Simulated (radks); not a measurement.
Question: Excited configurations of Zr II: one electron is placed in a higher orbital outside [Kr] 4d2. The ground configuration is [Kr] 4d2 5s1. Method: Dirac Kohn-Sham, PBE, spin-unpolarised, spherical densities, finite nucleus; open shells fill j = l - 1/2 first; Fermi nuclear charge, rms radius 4.2694 fm; computed with a radial shooting solver on a logarithmic mesh with Libxc functionals. Excitation = E - E(ground); binding = E(ion) - E, where the ion is the core of charge +2; n* = 2/sqrt(2 binding) in atomic units, and the quantum defect is n - n*.

outer orbital  excitation (eV)  binding (eV)     n*  quantum defect  eigenvalue (eV)  <r> (bohr)
4f5/2                    9.355         3.568  3.906           0.094           -2.496       8.432
5d3/2                    7.776         5.147  3.252           1.748           -3.792       6.744
6p1/2                    8.185         4.738  3.389           2.611           -3.704       8.550
7p1/2                   10.026         2.897  4.334           2.666           -2.314       14.24
7d3/2                   10.817         2.106  5.084           1.916           -1.673       18.92
7f5/2                   11.628         1.295  6.483           0.517           -1.035       30.26

Estimate the row for 6d3/2.

Answer: excitation (eV) 9.786; binding (eV) 3.137; n* 4.165; quantum defect 1.835; eigenvalue (eV) -2.417; <r> (bohr) 12.18. The Delta-SCF ionisation energy is 12.923 eV (NIST Atomic Spectra Database: 13.130 eV, measured). Self-interaction in the functional shifts the binding energies and quantum defects, so they are the method's values and not measured ones. Spin polarisation and multiplet splitting are left out, so open shells lie too high by an amount that depends on their filling.

Beside tabulated values, note that spin-unpolarised runs miss the spin-polarisation part of the exchange energy of open shells.
